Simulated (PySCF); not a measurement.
Several structures and their simulated spectra, in scrambled order.

A. SMILES C=COC(=C)CO
B. `CC(=O)[C@H]1CCO1`
C. SMILES C/C=C(/C)F

Spectrum 1. 1H NMR (500 MHz, computed): δ 4.71 (dqq, J = 27.7, 7.6, 1.2 Hz, 1H), 1.99 (d of quint, J = 14.9, 1.7 Hz, 3H), 1.78 (ddq, J = 7.6, 3.4, 1.9 Hz, 3H). 13C{1H} NMR (computed): δ 167.0 (C, d, J = 317.0 Hz), 108.0 (CH, d, J = 15.4 Hz), 21.3 (CH3, d, J = 27.8 Hz), 12.4 (CH3, d, J = 6.8 Hz).

Spectrum 2. 1H NMR (500 MHz, computed): δ 4.89 (m, 1H), 4.84 (m, 1H), 4.68 (m, 1H), 3.00 (m, 1H), 2.49 (m, 1H), 2.44 (s, 3H). 13C{1H} NMR (computed): δ 221.7 (C), 86.4 (CH), 70.5 (CH2), 30.4 (CH3), 29.2 (CH2).

Spectrum 3. 1H NMR (500 MHz, computed): δ 6.74 (m, 1H), 5.06 (m, 1H), 4.73 (m, 1H), 4.43 (br s, 1H), 4.40 (s, 2H), 4.24 (br s, 1H), 1.27 (br s, 1H). 13C{1H} NMR (computed): δ 169.7 (C), 154.6 (CH), 101.1 (CH2), 89.7 (CH2), 69.0 (CH2).

[PySCF 2.14: B3LYP/pcJ-1 coupling constants (spin–dipole term left out of most H,H and C,H couplings); NMR shieldings at PBE0/pcSseg-1/GIAO; geometry: GFN2-xTB; non-relativistic Hamiltonian; rapidly exchanging positions averaged; isolated molecule; one computed conformer]

Scale: TMS for 1H and 13C (reference shieldings calculated alike). Multiplet labels drop J under 1 Hz and among equivalent protons, and merge close values. Unscaled 3J(H,H) run several per cent high. Where no couplings were computed, multiplicities follow the n + 1 count of equivalent neighbours, and m marks all less simple cases (inequivalent or close neighbours, rings, F or P nearby). One-bond C–F couplings are unscaled and too large by tens of Hz. Shifts are as computed. Against solution values, carbons near 30 ppm lie about +3 ppm off and those near 130 ppm about +5 ppm (rms about the fit 2.1 ppm; single classes can miss by 10 ppm). Of 1328 compounds with measured shifts, 309 miss one by over three times the rms of a fit or turn the order of signals round; such compounds aren't used in these exercises. Signals without a measured value on file couldn't be tested in this way; 1H shifts scatter by 0.2 ppm about their fit, and single ones miss by 0.5 ppm. OH and NH positions are gas-phase values without hydrogen bonding to other molecules.

**Question.** Which spectrum belongs to which compound?

**Answer.** 1–C, 2–B, 3–A.

- Spectrum 1 (C): 4 13C signals; δC 108.0 is an alkene CH; δC 21.3 is an allylic methyl carbon.
- Spectrum 2 (B): 5 13C signals; δC 221.7 is a ketone carbonyl carbon; δC 86.4 is an sp3 CH bonded to O, α to a carbonyl.
- Spectrum 3 (A): 5 13C signals; δC 169.7 is an alkene carbon bearing oxygen; δC 154.6 is an alkene carbon bearing oxygen.
